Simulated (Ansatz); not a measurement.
BeF2. Charge 0, multiplicity 1. Geometry PBE-D4/def2-TZVP, basis def2-TZVP, Ansatz.

| run | HOMO (eV) | LUMO (eV) |
| --- | --- | --- |
| A | -9.94 | -1.53 |
| B | -10.91 | -0.61 |
| C | -14.28 | 0.74 |
| D | -11.71 | -0.72 |
| E | -12.07 | -0.34 |
| F | -9.66 | -1.41 |

Task: The runs used LDA (SPW92), PBE, PBE0, r2SCAN0, r2SCANh, ωB97X-V. Estimate which is which.

Result: A LDA (SPW92) (0 % exact exchange); B r2SCANh (10 % exact exchange); C ωB97X-V (range-separated); D PBE0 (25 % exact exchange); E r2SCAN0 (25 % exact exchange); F PBE (0 % exact exchange). Exact exchange lowers occupied and raises empty levels; among semilocal functionals meta-GGAs tend to open the gap a little, and such runs are hard to tell apart. The gap grows from 8.25 eV (PBE) to 15.02 eV (ωB97X-V).
